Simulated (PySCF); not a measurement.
Isomers of CH8Si2. Gas-phase values, no solvent. Strings in code marks are SMILES.

Quantity: electronic energy of isomers of CH8Si2 relative to `C[SiH2][SiH3]`, in kcal/mol.

Level 1: PBE-D3(BJ)/def2-TZVP // PBE0-D4/def2-TZVP (PySCF)
Level 2: BP86/6-31G* // PBE0-D4/def2-TZVP (PySCF)
Level 3: PBE/6-31G* // PBE0-D4/def2-TZVP (PySCF)
Level 4: HF/6-31G* // PBE0-D4/def2-TZVP (PySCF)

```tsv
species	level 2	level 3	level 4
`[SiH3]C[SiH3]`	3.67	4.21	-0.45
```

**Question.** What does level 1 give for each?

**Answer.** 
- `[SiH3]C[SiH3]`: 2.56
